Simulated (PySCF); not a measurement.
Se(Cl)(SH) (ClHSSe), SMILES S[Se]Cl. Atoms are numbered in the order given.

```xyz
4

Se    -0.0423     0.0740     0.6727
Cl     1.5039     0.8579    -0.7064
S     -1.4546    -0.9349    -0.6360
H     -0.8552    -2.1419    -0.6852
```
Charge 0, spin multiplicity 1.

The structure is a stationary point at B3LYP-D3(BJ)/def2-TZVP. The values are those of a single conformer.

Calculation: PySCF 2.14.0 with TDDFT-PBE0/def2-SVPD.

Vertical excitations. 

Computed lowest excited states:
```tsv
state	energy (eV)	λ (nm)	f	main pairs
S1	2.96	419	0.001	HOMO→LUMO 99 %
S2	3.94	315	0.001	HOMO→LUMO+1 98 %
S3	4.63	268	0.044	HOMO−1→LUMO 84 %
S4	4.93	251	0.010	HOMO−2→LUMO 95 %
S5	5.14	241	0.013	HOMO−1→LUMO+1 89 %
S6	5.59	222	0.002	HOMO−3→LUMO 97 %
S7	5.82	213	0.006	HOMO→LUMO+2 95 %
S8	6.45	192	0.109	HOMO−2→LUMO+1 79 %
S9	6.68	186	0.026	HOMO−1→LUMO+2 93 %
S10	6.80	182	0.003	HOMO−3→LUMO+1 97 %
T1	2.23	556	0	HOMO→LUMO 99 %
T2	3.34	372	0	HOMO→LUMO+1 97 %
T3	3.78	328	0	HOMO−1→LUMO 93 %
T4	4.23	293	0	HOMO−2→LUMO 96 %
```
Triplets are in the Tamm–Dancoff approximation, which puts them higher than full response would, so one can lie above its singlet here.
